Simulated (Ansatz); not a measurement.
`C[S][GeH2][SiH3]` + `B[Si](C)(F)Cl` → `B[Si](C)(F)[SiH3]` + `C[S][GeH2][Cl]`  (redistribution)

Program: Ansatz. Geometries: PBE0-D4/def2-TZVP. ΔE: electronic, gas phase. CCSD(T)/CBS adds triple-zeta CCSD(T) − MP2 to the extrapolated MP2 energy (def2 sets, frozen cores). Functionals use def2-TZVPP. B3LYP here is the variant with VWN-RPA as its local correlation; programs differ in this. For Ge outer-core shells are correlated without core-valence functions, which leaves a few kJ/mol of doubt a bond. Scalar relativity is left out up to krypton. One conformer a species, not always the lowest.

```
             level  ΔE (kJ/mol)  difference from CCSD(T)/CBS
            PBE-D4         46.9                        -10.4
         r2SCAN-D4         52.0                         -5.3
           PBE0-D4         50.3                         -7.0
          B3LYP-D4         51.6                         -5.7
           ωB97X-V         51.8                         -5.5
           ωB97M-V         56.9                         -0.4
            B2PLYP         53.7                         -3.6
               PBE         46.3                        -11.0
            r2SCAN         51.9                         -5.4
              PBE0         49.8                         -7.5
             B3LYP         50.6                         -6.7
     HF/def2-TZVPP         52.0                         -5.3
    MP2/def2-TZVPP         59.1                          1.8
SCS-MP2/def2-TZVPP         56.2                         -1.1
   CCSD/def2-TZVPP         55.1                         -2.2
CCSD(T)/def2-TZVPP         54.5                         -2.8
     HF/def2-QZVPP         52.0                         -5.3
    MP2/def2-QZVPP         60.7                          3.4
SCS-MP2/def2-QZVPP         57.4                          0.1
      HF/CBS(def2)         52.0                         -5.3
     MP2/CBS(def2)         61.9                          4.6
    CCSD/CBS(def2)         57.9                          0.6
       CCSD(T)/CBS         57.3                            0
```

Largest T1 diagnostic among the species: 0.013.

From PBE to PBE0 (25 % exact exchange), in def2-TZVPP and without D4, ΔE moves by +3.5 kJ/mol.
